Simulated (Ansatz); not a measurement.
A run for Ansatz (a quantum-chemistry and plane-wave program): U-wB97X-V/def2-TZVPP on H3NSn (SMILES [NH2][SnH]), a point of a bond scan (R = 3.577 Å). Elements past Kr take the def2 small-core potentials; no spin–orbit coupling.

Ansatz 0.2 input:
```yaml
crystal:
  periodic: [false, false, false]
  atoms:
    - {symbol: Sn, position_ang: [-0.11927895, 0.17664945, 0.24401699]}
    - {symbol: H, position_ang: [-1.02602523, 2.56050309, -2.26451291]}
    - {symbol: N, position_ang: [0.67637723, -1.05570039, -1.15735305]}
    - {symbol: H, position_ang: [0.70027728, -0.86642154, -2.14802155]}
    - {symbol: H, position_ang: [1.10168186, -1.94472436, -0.94110888]}
basis:
  gaussian:
    orbitals: def2-TZVPP
hamiltonian:
  xc: {name: wB97X-V}
magnetization: {spin_polarized: true, initial_magnetization: 0}
```

The head of its log:

```
WARN ansatz: RAYON_NUM_THREADS=1 ignored (pool sized by the plan → 1); use --threads N
Functional definition: wB97X-V
integrals: 0.05 GiB planned
764 factors; their error is unknown
integrals: 0.08 GiB planned
180 factors; integrals over basis functions are off by at most 2.8e-5 eV
mean field: 0.63 GiB planned
mean field evaluation 1: about -7359.1491 eV, gradient 3.8e1 eV
mean field evaluation 2: about -7350.5220 eV, gradient 5.6e1 eV
```

**Question.** Predict the final total energy.

**Answer.** -270.7355 hartree. Its determinant has ⟨S²⟩ = 0.86, a mixture of spin states.
